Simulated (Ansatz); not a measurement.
`C#[C][Ga]([F])[F]` and `[F][Ga]([F])[I]` differ in one atom or group.

Ansatz, PBE0-D4/def2-TZVP geometries, multiplicity 1. 

Elements past krypton have def2 core potentials. Scalar relativity is left out up to krypton.

| property | `C#[C][Ga]([F])[F]` |
| --- | --- |
| HOMO–LUMO gap (PBE0/def2-TZVPP) / eV | 7.39 |
| LUMO energy (B3LYP/def2-TZVPP) / eV | -2.04 |
| ideal-gas entropy at 298 K and 1 bar (rigid rotor, harmonic PBE0-D4/def2-TZVP) / J/(mol·K) | 332 |
| size of the dipole moment (PBE/def2-TZVPP) / D | 3.05 |
| HOMO–LUMO gap (B3LYP/def2-TZVPP) / eV | 6.85 |
| HOMO energy (B3LYP/def2-TZVPP) / eV | -8.89 |

Q: Give the same properties after the change, and the shifts. (Best estimate.)

A: Computed: 
| property | `[F][Ga]([F])[I]` | shift |
| --- | --- | --- |
| HOMO–LUMO gap (PBE0/def2-TZVPP) / eV | 6.31 | -1.08 |
| LUMO energy (B3LYP/def2-TZVPP) / eV | -2.64 | -0.60 |
| ideal-gas entropy at 298 K and 1 bar (rigid rotor, harmonic PBE0-D4/def2-TZVP) / J/(mol·K) | 333 | 1 |
| size of the dipole moment (PBE/def2-TZVPP) / D | 2.03 | -1.02 |
| HOMO–LUMO gap (B3LYP/def2-TZVPP) / eV | 5.71 | -1.14 |
| HOMO energy (B3LYP/def2-TZVPP) / eV | -8.34 | 0.55 |

With PBE0 the HOMO rises by 0.55 eV and the LUMO falls by 0.53 eV, so the gap narrows by about 1.08 eV. PBE moves the HOMO by 0.48 eV and ωB97M-V by 0.69 eV. The zero-point energy changes by -47.3 kJ/mol with -6 modes. Dipoles are sizes alone; their direction can turn.

B3LYP here is the variant with VWN-RPA as its local correlation; programs differ in this.

Spin–orbit coupling is left out; it splits and shifts lone-pair levels of the heavy atoms by tenths of an eV.
